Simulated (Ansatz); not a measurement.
CH₅MoNO₃, SMILES `C[N]=[Mo](=[O])([OH])[OH]`, relaxed with RKS PBE0-D4/def2-TZVP in Ansatz 0.2.0 from a PBE-D4/def2-SVP geometry. The force threshold is 0.005 eV/Å; the program also tests the step.

The species carries charge 0 and has multiplicity 1. Mo: def2 effective core potential.

Start:

```xyz
11

C    -0.271   -1.886    0.231
N    -0.303   -0.477    0.023
Mo    0.520    1.062   -0.075
O     2.177    0.790    0.212
O    -0.198    2.215    1.255
O     0.263    1.774   -1.818
H    -0.909   -2.167    1.098
H     0.763   -2.259    0.422
H    -0.677   -2.421   -0.657
H    -0.997    1.985    1.762
H    -0.368    1.384   -2.450
```

**Question.** By how much does the energy fall, and how many steps does the optimiser take? (Best estimate.)

**Answer.** Computed: 0.07 eV, in 6 steps.

**Question.** Which bonds change most? (Estimate.)

**Answer.** Computed: N2–Mo3 from 1.747 to 1.724 Å; Mo3–O4 from 1.704 to 1.681 Å; C1–H8 from 1.115 to 1.096 Å; C1–H9 from 1.114 to 1.095 Å.

**Question.** Give the relaxed structure. (An estimate is asked.)

**Answer.** Ansatz gave: 
```xyz
11

C    -0.268   -1.875    0.229
N    -0.301   -0.470    0.022
Mo    0.510    1.048   -0.075
O     2.145    0.777    0.206
O    -0.202    2.195    1.243
O     0.249    1.758   -1.803
H    -0.904   -2.144    1.079
H     0.751   -2.228    0.426
H    -0.658   -2.393   -0.653
H    -0.972    1.967    1.767
H    -0.349    1.364   -2.441
```
